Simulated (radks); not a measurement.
Valence configurations of Au3+ (all share [Xe]). Method: non-relativistic Kohn-Sham, SCAN, spin-polarised, spherical densities, point nucleus; open shells are filled with parallel spins first (spin-orbit coupling, left out, can overturn this in heavy ions); meta-GGA in the generalised Kohn-Sham scheme; relativity is left out, which matters for an element this heavy; computed with a radial shooting solver on a logarithmic mesh with Libxc functionals. Energies are relative to 4f14 5d8; eigenvalues in eV for spin up.

\begin{tabular}{lrrrrrr}
valence & E (eV) & moment (Bohr magnetons) & e(4f) & e(5d) & e(6p) & e(6s) \\ \hline
4f14 5d8 & 0.000 & 2 & -132.07 & -42.750 & - & - \\
4f14 5d7 6s1 & 11.601 & 4 & -137.51 & -47.113 & - & -32.459 \\
4f14 5d6 6p2 & 39.347 & 6 & -145.00 & -53.233 & -27.678 & - \\
4f13 5d9 & 95.698 & 2 & -145.58 & -44.258 & - & - \\
4f13 5d8 6s1 & 109.49 & 4 & -151.20 & -48.788 & - & -32.732 \\
4f13 5d8 6p1 & 117.12 & 4 & -152.28 & -49.756 & -25.491 & - \\
4f13 5d7 6s1 6p1 & 131.71 & 6 & -157.84 & -54.135 & -27.422 & -35.452 \\
4f12 5d10 & 201.24 & 2 & -159.41 & -45.735 & - & - \\
4f12 5d8 6p2 & 249.87 & 6 & -173.07 & -56.877 & -28.170 & - \\
\end{tabular}

NIST lists [Xe] 4f14 5d8 as the ground configuration; this level of theory agrees among the configurations tried. The energies are those of spherical high-spin densities, not of single terms. No valid solution was reached for [Xe] 4f14 5d6 6s2. Relativity is left out, which favours d and f over s occupation in heavy atoms.
